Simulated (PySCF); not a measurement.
Static response to an electric field

Compound: C₄H₈Si.
Numbering: `[CH3:1][C:2]#[C:3][SiH2:4][CH3:5]` (hydrogens: H6, H7, H8 on C1; H9, H10 on Si4; H11, H12, H13 on C5)

Geometry (PBE0-D3(BJ)/def2-SVP, Å), atoms numbered from 1 in this order:
```
atom  x, y, z in Å
C1     2.8461   -0.9796    0.2255
C2     1.5556   -0.3215    0.3098
C3     0.4740    0.2375    0.3795
Si4   -1.1649    1.0502    0.4615
C5    -2.4286    0.0926   -0.5425
H6     3.2047   -1.2778    1.2233
H7     2.7887   -1.8856   -0.3983
H8     3.6010   -0.3121   -0.2187
H9    -1.0384    2.4456   -0.0617
H10   -1.5932    1.1310    1.8921
H11   -2.1293    0.0495   -1.6007
H12   -3.4183    0.5711   -0.4808
H13   -2.5178   -0.9385   -0.1683
```

Level: CAM-B3LYP/def2-SVPD (PySCF), static field, nuclei fixed, core orbitals frozen in the response. The polarisability tensor in these axes (au):

```
x    99.23 -14.42   1.28
y   -14.42  69.80   2.29
z     1.28   2.29  62.27
```

**Question.** Diagonalise the tensor; give its mean and Δα, where Δα² is half the sum of the squared differences of the eigenvalues.

**Answer.** Principal values 60.36, 65.82 and 105.12 au; mean 77.10 au = 11.43 Å³ = 12.71 × 10⁻⁴⁰ C²·m²/J; Δα = 42.29 au (55 % of the mean).

**Question.** What is the dipole moment, and where does it point?

**Answer.** (0.80, -1.01, -0.46) D, 1.36 D in size, pointing from the negative to the positive side. Measured along this direction, the outermost atoms are H10 and H9 at the negative end and H7 at the positive end.

**Question.** Along which axes do the principal values lie, and how far do the nuclei extend along each?

**Answer.** Largest value along (0.93, -0.38, 0.01), where the nuclei span 6.84 Å; middle along (0.30, 0.75, 0.59), 3.04 Å; least along (-0.23, -0.54, 0.81), 2.42 Å. The response follows the extents in order.

**Question.** Molar refractivity from α?

**Answer.** Lorentz–Lorenz: R = (4π/3)N_A α = 2.5225 cm³/(mol·Å³) × 11.43 Å³ = 28.8 cm³/mol, in the limit of long wavelengths.

**Question.** Find the Langevin capture rate constant for O2+ (31.990 u) meeting this molecule (84.040 u), k = 2.342 × 10⁻⁹ cm³/s × √(α in Å³ / reduced mass in u).

**Answer.** The reduced mass is 23.17 u, so k = 1.64 × 10⁻⁹ cm³/s. The formula leaves out the permanent dipole, which adds to the capture rate.

**Question.** Sum over states: ᾱ = Σ f/ω², ω in Eh. What share falls to these 10 lowest TDDFT singlets (eV, f)? 5.92, 0.0000; 6.16, 0.0014; 6.16, 0.0001; 7.15, 0.0032; 7.16, 0.0159; 7.90, 0.4857; 8.08, 0.0033; 8.30, 0.1638; 8.35, 0.0017; 8.52, 0.0039.

**Answer.** They add up to 7.93 au, 10.3 % of the 77.10 au; the largest single term is 5.77 au, from the state at 7.90 eV. Terms in order: 0.00, 0.03, 0.00, 0.05, 0.23, 5.77, 0.04, 1.76, 0.02, 0.04 au. Higher excitations give the rest. The strengths listed sum to 0.679.

Geometry: PBE0-D3(BJ)/def2-SVP; no solvent, vibrations or thermal averaging.

The run behind these numbers computed excited states as well. The run took 64 s on Arm Neoverse V2, one thread, on a shared host, and the process peaked at 0.90 GiB of memory.
